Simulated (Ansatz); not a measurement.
The cluster Cs3I4, relaxed as a doublet with UKS PBE0-D4/def2-SVP in Ansatz, starting from the GFN1-xTB geometry. Force threshold 0.02 eV/Å.

In the def2 sets Cs, I take a core potential; there is no spin–orbit coupling. In the doublet, I4 and I5 lie 3.27 Å apart (atoms count from 1), so these atoms are partly bonded to each other. Another isomer (doublet) lies 0.12 eV lower at PBE0-D4/def2-TZVP; other spin states weren't run for this one.

Start:

Cartesian coordinates in Å:
```
Cs -0.0263 -2.4459 -1.0710
Cs 0.4876 -0.0760 2.4959
Cs -3.1720 0.1649 0.3410
I -0.0001 1.6132 -1.0257
I 1.0792 0.3250 -3.3422
I -1.0709 3.0948 1.2642
I 2.7026 -2.6761 1.3379
```

**Question.** Estimate the energy that the relaxation releases and the steps that it takes.

**Answer.** 293.3 kJ/mol, in 28 steps; 2.8 min on 4 threads of Intel Xeon 6975P-C on a shared host. The force fell under the threshold at step 25, but the optimiser went on and released 0.004 eV more. No frequencies were taken in this run, so the end may be a saddle point.

**Question.** Does the start keep its bonding?

**Answer.** Bonds lost: I4–I6 (atoms count from 1). Bonds formed: Cs3–I5 (atoms count from 1). Metal–metal contacts that move far: Cs1–Cs3 4.32 to 6.81 Å.

**Question.** Predict the relaxed structure.

**Answer.** 
```
atom   x (Å)   y (Å)   z (Å)
 Cs1   2.039  -2.492  -1.810
 Cs2   0.705   0.237   2.658
 Cs3  -2.658   2.374  -0.991
  I4   1.023   1.209  -1.292
  I5  -1.184  -0.665  -2.805
  I6  -2.405   2.150   2.541
  I7   2.481  -2.813   1.698
```
Bond lengths (bridged metal pairs left out): 9 × Cs–I 3.55 to 4.08 Å; 1 × I–I 3.27 Å.
